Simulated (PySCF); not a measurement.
Species: C6H9OPS.
Atom-mapped SMILES: `[CH3:1][CH2:2][c:3]1[o:4][cH:5][c:6]([S:7][CH3:8])[p:9]1` (hydrogens: H10, H11, H12 on C1; H13, H14 on C2; H15 on C5; H16, H17, H18 on C8)

The same species was optimised twice, with GFN2-xTB and with PBE0-D3(BJ)/def2-SVP (PySCF), and the same property calculations (PySCF, gas phase) were run on both structures.

```json
{"coordinate": "C6–P9 (Å)", "GFN2-xTB": "1.786", "PBE0-D3(BJ)/def2-SVP": "1.800", "change": "+0.014"}
{"coordinate": "S7–C8 (Å)", "GFN2-xTB": "1.814", "PBE0-D3(BJ)/def2-SVP": "1.801", "change": "-0.013"}
{"coordinate": "O4–C5 (Å)", "GFN2-xTB": "1.335", "PBE0-D3(BJ)/def2-SVP": "1.347", "change": "+0.012"}
{"coordinate": "C2–C3 (Å)", "GFN2-xTB": "1.494", "PBE0-D3(BJ)/def2-SVP": "1.489", "change": "-0.005"}
{"coordinate": "C1–C2 (Å)", "GFN2-xTB": "1.530", "PBE0-D3(BJ)/def2-SVP": "1.526", "change": "-0.004"}
{"coordinate": "C6–S7 (Å)", "GFN2-xTB": "1.754", "PBE0-D3(BJ)/def2-SVP": "1.752", "change": "-0.002"}
{"coordinate": "C5–C6 (Å)", "GFN2-xTB": "1.362", "PBE0-D3(BJ)/def2-SVP": "1.363", "change": "+0.001"}
{"coordinate": "C3–O4 (Å)", "GFN2-xTB": "1.339", "PBE0-D3(BJ)/def2-SVP": "1.340", "change": "+0.001"}
{"coordinate": "C3–P9 (Å)", "GFN2-xTB": "1.719", "PBE0-D3(BJ)/def2-SVP": "1.718", "change": "-0.001"}
{"coordinate": "C2–C3–P9 (°)", "GFN2-xTB": "127.7", "PBE0-D3(BJ)/def2-SVP": "130.0", "change": "+2.3"}
{"coordinate": "C1–C2–C3 (°)", "GFN2-xTB": "111.1", "PBE0-D3(BJ)/def2-SVP": "113.2", "change": "+2.1"}
{"coordinate": "C6–S7–C8 (°)", "GFN2-xTB": "99.7", "PBE0-D3(BJ)/def2-SVP": "101.3", "change": "+1.6"}
{"coordinate": "C2–C3–O4 (°)", "GFN2-xTB": "116.7", "PBE0-D3(BJ)/def2-SVP": "115.2", "change": "-1.5"}
{"coordinate": "C3–O4–C5 (°)", "GFN2-xTB": "111.9", "PBE0-D3(BJ)/def2-SVP": "112.7", "change": "+0.8"}
{"coordinate": "C3–P9–C6 (°)", "GFN2-xTB": "87.1", "PBE0-D3(BJ)/def2-SVP": "87.8", "change": "+0.7"}
{"coordinate": "O4–C3–P9 (°)", "GFN2-xTB": "115.5", "PBE0-D3(BJ)/def2-SVP": "114.7", "change": "-0.8"}
{"coordinate": "C5–C6–P9 (°)", "GFN2-xTB": "110.3", "PBE0-D3(BJ)/def2-SVP": "109.7", "change": "-0.6"}
{"coordinate": "C1–C2–C3–O4 (°)", "GFN2-xTB": "-81", "PBE0-D3(BJ)/def2-SVP": "-62", "change": "+19"}
{"coordinate": "C5–C6–S7–C8 (°)", "GFN2-xTB": "179", "PBE0-D3(BJ)/def2-SVP": "179", "change": "0"}
```

Rotational constants: A = 3027, B = 657.9, C = 571.8 MHz (GFN2-xTB) against A = 3204, B = 636.4, C = 555.3 MHz (PBE0-D3(BJ)/def2-SVP). Point groups within 0.08 Å: C1 and C1.

On the GFN2-xTB structure: HOMO (eV) -6.00 [PBE0/pcSseg-1]; LUMO (eV) -0.82 [PBE0/pcSseg-1]; dipole (D) 1.02 [PBE0/pcSseg-1]; GIAO shielding of C1 (ppm) 165.5 [PBE0/pcSseg-1]; GIAO shielding of C2 (ppm) 155.0 [PBE0/pcSseg-1]; GIAO shielding of C3 (ppm) -24.8 [PBE0/pcSseg-1]; GIAO shielding of O4 (ppm) -24.1 [PBE0/pcSseg-1]; GIAO shielding of C5 (ppm) 42.3 [PBE0/pcSseg-1]; GIAO shielding of C6 (ppm) 33.4 [PBE0/pcSseg-1]; GIAO shielding of S7 (ppm) 516.4 [PBE0/pcSseg-1]; GIAO shielding of C8 (ppm) 163.3 [PBE0/pcSseg-1].

What do these properties become on the PBE0-D3(BJ)/def2-SVP structure?

```csv
property,level,on GFN2-xTB,on PBE0-D3(BJ)/def2-SVP,change
HOMO (eV),PBE0/pcSseg-1,-6.00,-6.03,-0.03
LUMO (eV),PBE0/pcSseg-1,-0.82,-0.81,+0.01
dipole (D),PBE0/pcSseg-1,1.02,0.91,-0.11
"energy, GFN2-xTB geometry as zero (kcal/mol)",PBE0/pcSseg-1,0.0,-1.4,-1.4
GIAO shielding of C1 (ppm),PBE0/pcSseg-1,165.5,167.5,+2.0
GIAO shielding of C2 (ppm),PBE0/pcSseg-1,155.0,155.1,+0.1
GIAO shielding of C3 (ppm),PBE0/pcSseg-1,-24.8,-22.6,+2.2
GIAO shielding of O4 (ppm),PBE0/pcSseg-1,-24.1,-29.7,-5.6
GIAO shielding of C5 (ppm),PBE0/pcSseg-1,42.3,40.2,-2.1
GIAO shielding of C6 (ppm),PBE0/pcSseg-1,33.4,34.3,+0.9
GIAO shielding of S7 (ppm),PBE0/pcSseg-1,516.4,518.9,+2.5
GIAO shielding of C8 (ppm),PBE0/pcSseg-1,163.3,163.2,-0.1
```

The heavy atoms differ by 0.147 Å rms after alignment. Among bonds between heavy atoms C6–P9 and S7–C8 change most and about equally (-0.013 to +0.014 Å). Changes are differences of the printed values. Neither structure is proved a minimum here.

The values belong to the conformer `[CH3:1][CH2:2][c:3]1[o:4][cH:5][c:6]([S:7][CH3:8])[p:9]1`: C1–C2–C3–O4 -62°, C5–C6–S7–C8 179°.
